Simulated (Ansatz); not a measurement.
A nudged elastic band was laid between two geometries of H4MgNOSi (8 atoms, charge 1, multiplicity 1).

The calculation used RKS B3LYP-D4/6-31G* in Ansatz.

```
movable images  : 7
climbing image  : yes
spring          : 5.0 eV/Å²
optimiser       : quadratic models (default)
start path      : through a guess of the saddle point
force threshold : 0.03 eV/Å
iteration limit : 60
end points      : relaxed
```

First end point:

```xyz
8
Properties=species:S:1:pos:R:3
O -1.124 1.641 -0.635
Si 0.336 1.206 -0.148
N 0.783 -0.314 0.277
Mg -0.069 -2.142 0.407
H -1.927 1.111 -0.750
H 1.238 2.358 -0.129
H 1.770 -0.329 0.551
H -1.006 -3.530 0.426
```

Last end point:

```xyz
8
Properties=species:S:1:pos:R:3
O -1.258 1.071 -0.559
Si 0.295 1.103 -0.139
N 0.884 -0.350 0.311
Mg -0.107 -2.118 0.391
H -1.773 1.839 -0.853
H 1.030 2.375 -0.187
H 1.869 -0.352 0.582
H -0.939 -3.570 0.454
```

Question: What changes between the two ends?

Answer: No bond is made or broken. The dihedral H5–O1–Si2–N3 goes from 0 to 180°.

Question: Give the energies along the band, and the barrier.

Answer: The forces met the threshold. The highest image is number 4 of 0 to 8, 0.077 eV above the first end and 0.198 eV above the last; the last end lies 0.121 eV below the first. A vibrational analysis at the climbing image gives one clearly imaginary mode, 383i cm⁻¹: a first-order saddle point. Limits of this set-up: the dipole of an ion depends on the origin.

```csv
image,path coordinate (Å),energy (eV),dihedral H5–O1–Si2–N3 (°)
0,0.00,0.000,0
1,0.18,0.002,5
2,0.37,0.017,23
3,0.55,0.055,49
4,0.74,0.077,78
5,0.96,0.040,110
6,1.18,-0.040,138
7,1.41,-0.104,162
8,1.63,-0.121,180
```

Question: What is the geometry of the highest image?

Answer: 
```xyz
8
Properties=species:S:1:pos:R:3
O -1.103 1.345 -0.837
Si 0.338 1.154 -0.183
N 0.825 -0.308 0.370
Mg -0.072 -2.123 0.368
H -2.014 1.433 -0.529
H 1.217 2.326 -0.243
H 1.785 -0.294 0.723
H -0.976 -3.532 0.331
```

Question: What are the harmonic wavenumbers there?

Answer: 383i, 89, 147, 241, 277, 370, 471, 501, 543, 626, 843, 954, 1098, 1141, 1713, 2379, 3490, 3848 cm⁻¹.

The run took 3.7 min on 1 CPU thread of a shared host.
